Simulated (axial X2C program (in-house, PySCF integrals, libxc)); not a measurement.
**Spectroscopic constants of ZrH⁻**

Computed with an axial X2C code built on PySCF integrals. Spin-free means the one-electron spin-free X2C Hamiltonian. Basis: Zr dyall-acv3z [12s13p10d6f3g], H dyall-av3z [7s3p2d] (cores contracted in-house); Gaussian nuclei, density fitting, unrestricted open shells. Masses: Zr 89.905 u, H 1.008 u.

Input file and command:
```json
{"zs": [40, 1], "q": -1, "bas": ["dyall-acv3z", "dyall-av3z"], "levels": ["PBE0", "HF", "r2SCAN"], "cc": true, "r0": 1.86, "thr": -2.0, "nmax": 90, "npts": 10, "nst": 2, "ntry": 6}
```
```bash
python so2c.py task.json out
```

Keys: zs atomic numbers; q charge; bas basis sets; levels methods; cc coupled cluster on or off; r0 starting distance in Å; thr threshold in hartree for freezing inner shells (an s shell follows its p shell); nmax most natural virtual spinors; npts points on the curve; nst determinants followed; ntry starts of the search. HF also brings MP2.

State, spin-free: M_S = 1, Λ = 0 (beyond evenly filled blocks: δ+α, δ-α); electrons by block: σα: 10, σβ: 10, π+α: 4, π+β: 4, π-α: 4, π-β: 4, δ+α: 2, δ+β: 1, δ-α: 2, δ-β: 1. Fragments: Zr + H- for PBE0, CCSD, CCSD(T), r2SCAN; Zr- + H for HF.

| Hamiltonian | level | Re (Å) | ωe (cm⁻¹) | Be (cm⁻¹) | De (eV) | D0 (eV) | μ (D) |
| --- | --- | --- | --- | --- | --- | --- | --- |
| spin-free | PBE0 | 1.938 | 1389.4 | 4.505 | 2.81 | 2.73 | 3.14 |
| spin-free | HF | 1.991 | 1333.0 | 4.266 | n/a | n/a | 4.99 |
| spin-free | CCSD | 1.976 | 1352.9 | 4.33 | 2.33 | 2.24 | n/a |
| spin-free | CCSD(T) | 1.976 | 1357.8 | 4.334 | 2.33 | 2.24 | n/a |
| spin-free | r2SCAN | 1.939 | 1389.2 | 4.499 | n/a | n/a | 3.39 |

Correlated methods: 14 electrons correlated (number of frozen shells: Zr 3 s, 2 p, 1 d; H none), 276 virtual spin orbitals or spinors in MP2, 89 natural virtuals in coupled cluster.

Dipoles are positive if H is the positive end and refer to the centre of mass.

Dissociation energies refer to the lowest single-determinant-based atoms at the same level and basis. De is not given where an atomic determinant may have missed its ground term or J level, or where the truncated virtual space spoils (T). CCSD and (T) use frozen natural virtuals with an MP2 correction for the truncation; (T) itself is uncorrected, so its De runs slightly low. The state is one determinant with fixed occupations, lowest in a PBE0 search at one distance only: followed along the bond, the 2c determinant Ω = 2 reaches 0.14 eV lower at PBE0, at Re = 1.908 Å, so the state shown is not the lowest. The highest occupied level of some functionals is positive through self-interaction error; at Hartree–Fock it is bound. The determinant is spin-polarised beyond a pure state at some levels (its spin-free form has ⟨S²⟩ too high), which makes Re and μ there less reliable.

No reliable constants came from CCSD (2c), CCSD(T) (2c), HF (2c), MP2 (2c), MP2 (spin-free), PBE0 (2c), r2SCAN (2c): no minimum in range, unconverged points, a curve that is not smooth, a change of character along it, or the two Hamiltonians disagreeing along it.
